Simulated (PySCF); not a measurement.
A structure optimised at PBE-D3(BJ)/def2-TZVP, used in a PySCF frequency run:

```
Al
F 1 1.6051
F 1 1.6051 2 180.00
```
Charge +1, spin multiplicity 1.

Problem. Write its SMILES, formula and point group.

Solution. [F][Al+][F], AlF2, D∞h

Problem. What are its rotational constants (standard atomic weights)?

Solution. 5.1627 GHz (linear rotor, B only)
